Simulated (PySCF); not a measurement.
## Unknown compound

An unknown has the formula C2H5BF2. Its calculated NMR data are:

1H NMR (300 MHz, computed): δ 0.98 (m, 3H), 0.91 (m, 2H).

13C{1H} NMR (computed): δ 8.1 (CH3, t, J = 3.3 Hz), 6.6 (CH2, t, J = 30.3 Hz).

PySCF calculation with PBE0-D3(BJ)/def2-SVP geometry, J couplings at B3LYP/pcJ-1 (spin–dipole term only in couplings to heteroatoms) and PBE0/pcSseg-1 with gauge-including orbitals; single conformer, non-relativistic, isolated molecule, equivalent nuclei averaged.

Shifts are taken against calculated references (same method and geometry level): TMS for 1H (σ = 31.27 ppm), 13C (σ = 184.41 ppm).

Deduce the structure.

Answers


1. 2 carbon signals for 2 carbons: no two carbons are equivalent.
2. Carbon types of the structure: 1 × CH2, 1 × CH3, which accounts for all hydrogens.
3. δC 8.1: methyl carbon; aliphatic region, no heteroatom directly attached.
4. δC 6.6: sp3 CH2 bonded to B.
5. δH 0.98: hydrogen on a methyl carbon.
6. δH 0.91: hydrogen on an sp3 CH2 bonded to B.

Structure: ethylidifluoroborane (C(C)B(F)F).

This is the structure that produced the data.

A carbon bonded to boron is broadened by the quadrupolar boron nucleus and is often missing from a measured spectrum. Splittings below 1 Hz are ignored in the labels, and close J values are merged. Unscaled 3J(H,H) at this level run about 10 % above measured values. Shifts are as computed. Against solution values, carbons near 30 ppm lie about +2 ppm off and those near 130 ppm about +5 ppm. Of 1211 compounds with measured shifts, 218 miss one by over three times the rms of a fit or turn the order of signals round; such compounds aren't used in these exercises. Vicinal couplings across rotatable single bonds and in flexible rings belong to the one computed conformer; a conformer average would change them.
